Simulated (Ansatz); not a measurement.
Consider the formal exchange of groups at the Si–C bond: `O/C([SiH3])=C/[SiH3]` + `C=C(N)N` → `NC(N)=C[SiH3]` + `C=C(O)[SiH3]`.

Gas-phase electronic energies from Ansatz, PBE0-D4/def2-TZVP geometries. CBS: MP2 limit from def2 TZ/QZ plus the TZ coupled-cluster correction, frozen cores. Functionals use def2-TZVPP. Each species was taken in one conformer, which may not be the lowest.

Question: Is it downhill or uphill in electronic energy at CCSD(T)/CBS, and by how much? (An estimate is asked.)

Answer: Ansatz gave: Downhill: ΔE = -0.07 eV.

Question: What do these levels give: r2SCAN-D4, ωB97M-V, PBE, MP2/def2-TZVPP, HF/def2-QZVPP, MP2/CBS(def2)? (Best estimate.)

Answer: Computed: r2SCAN-D4 -0.11, ωB97M-V -0.09, PBE -0.11, MP2/def2-TZVPP -0.07, HF/def2-QZVPP -0.09, MP2/CBS(def2) -0.07 eV.

Largest T1 diagnostic among the species: 0.013.
